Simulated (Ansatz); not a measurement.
Cl2FGeO (`[O][Ge]([F])([Cl])[Cl]`) radical. The species carries charge 0 and has multiplicity 2. Geometry: relaxed with PBE0-D4/def2-TZVP.

```xyz
5

O     0.446    0.784   -1.559
Ge   -0.030    0.046   -0.018
F    -1.345    0.892    0.676
Cl    1.596    0.198    1.307
Cl   -0.667   -1.920   -0.405
```

(1) What is the dipole moment at ωB97M-V/def2-TZVPP? (Estimate.)

(2) And with PBE, r2SCAN, B3LYP? (Best estimate.)

(3) Give the Mulliken charges with ωB97M-V, B3LYP, PBE in def2-TZVPP. (Estimate.)

## Answers

(1) Ansatz gave: 1.03 D, with components (0.55, -0.82, 0.30) D in this frame, pointing from negative to positive charge.

(2) Ansatz gave: PBE 1.22 D, r2SCAN 1.04 D, B3LYP 1.11 D.

(3) The calculation gave: 
| atom | ωB97M-V | B3LYP | PBE |
| --- | --- | --- | --- |
| O1 | -0.26 | -0.27 | -0.25 |
| Ge2 | 0.97 | 1.01 | 0.90 |
| F3 | -0.33 | -0.33 | -0.29 |
| Cl4 | -0.19 | -0.21 | -0.18 |
| Cl5 | -0.19 | -0.21 | -0.18 |

B3LYP here is the variant with VWN-RPA as its local correlation; programs differ in this.
